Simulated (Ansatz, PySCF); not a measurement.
Spin gap between two states, R1 and P1; the higher of the two is an excited state, each structure at its B3LYP-D3(BJ)/def2-TZVP stationary point, reached from a drawn start (curvature not checked).
R1, CH2 (SMILES [CH2]) (charge 0, multiplicity 3):
```json
[
 {"atom": "C", "x (Å)": "0.0000", "y (Å)": "0.0000", "z (Å)": "-0.2750"},
 {"atom": "H", "x (Å)": "0.9962", "y (Å)": "0.0000", "z (Å)": "0.1375"},
 {"atom": "H", "x (Å)": "-0.9962", "y (Å)": "0.0000", "z (Å)": "0.1375"}
]
```
P1, CH2 (SMILES [CH2]) (charge 0, multiplicity 1):
```xyz
3

C      0.0000     0.0000    -0.4669
H      0.8620     0.0000     0.2334
H     -0.8620     0.0000     0.2334
```

P less R. No zero-point or thermal terms; singlets are restricted closed shells; open shells are unrestricted.

Cores are frozen in the correlated methods. CBS(a, b) extrapolates the correlation energy as X⁻³ and adds the Hartree–Fock energy of set b.

The values were computed with Ansatz (a program for electronic structure) with Gaussian orbitals; PySCF for the D3/D4 terms. Each number belongs to the level named beside it.

PBE/def2-TZVPP gives 16.00 kcal/mol for the spin gap.

How do the other levels lie against it? Give each less PBE: PBE-D3(BJ)/def2-TZVPP, r2SCAN/def2-TZVPP, PBE0/def2-TZVPP, wB97M-V/def2-TZVPP, B2PLYP/def2-TZVPP, MP2/CBS(cc-pVTZ, cc-pVQZ), CCSD(T)/CBS(cc-pVTZ, cc-pVQZ).

PBE-D3(BJ)/def2-TZVPP 0.00; r2SCAN/def2-TZVPP 6.15; PBE0/def2-TZVPP 1.72; wB97M-V/def2-TZVPP -6.53; B2PLYP/def2-TZVPP -3.77; MP2/CBS(cc-pVTZ, cc-pVQZ) -2.43; CCSD(T)/CBS(cc-pVTZ, cc-pVQZ) -6.68 kcal/mol. 2 of 7 lie above PBE; the widest gap is to CCSD(T)/CBS(cc-pVTZ, cc-pVQZ).
